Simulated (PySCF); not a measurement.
## Computed properties of GaF2, SMILES [Ga+]([F])[F], charge +1

GaF₂, SMILES [F][Ga+][F], charge +1. Coordinates come from a B3LYP-D3(BJ)/def2-TZVP optimisation. The spin state was assumed, not searched. The isomer is the one that the SMILES or the coordinates give; other isomers of the formula were not compared. One conformer was computed; it need not be the lowest. All values are computed for the isolated molecule unless a solvent is named; none is compared with measurement here.

**Structure.** The optimised structure has D∞h symmetry. All 4 harmonic modes at B3LYP-D3(BJ)/def2-TZVP (PySCF) are real, so it is a minimum. With heavy atoms numbered as in [Ga+:1]([F:2])[F:3], the shortest bond between them is Ga1–F2 at 1.670 Å and the longest Ga1–F3 at 1.670 Å.

**Vibrations.** The strongest infrared lines (harmonic, unscaled, degenerate partners summed) lie at 170 cm⁻¹ (83 km/mol, F 65 %, Ga 35 %), 909 cm⁻¹ (64 km/mol, F 65 %, Ga 35 %). The softest mode is at 170 cm⁻¹ and the zero-point energy is 2.8 kcal/mol.

**Electronic structure.** HF/def2-TZVPD (PySCF) places the frontier levels at -24.44 and -6.96 eV, a gap of 17.48 eV and a mean polarisability of 14.4 bohr³.

**Excitations.** TDDFT-PBE0/def2-SVPD (PySCF) has S1 at 6.33 eV (196 nm, f = 0.000, dark); the most intense of the 10 singlets computed lies at 8.63 eV (f = 0.11). Strengths of degenerate partners are summed. T1 (TDA) is at 5.84 eV. No vertical singlet excitation falls in the visible range (under 3.1 eV).

**NMR.** GIAO shifts at PBE0/pcSseg-2 (PySCF) (non-relativistic, atoms alike by connectivity averaged): ¹⁹F at -152.8 ppm against CFCl3.
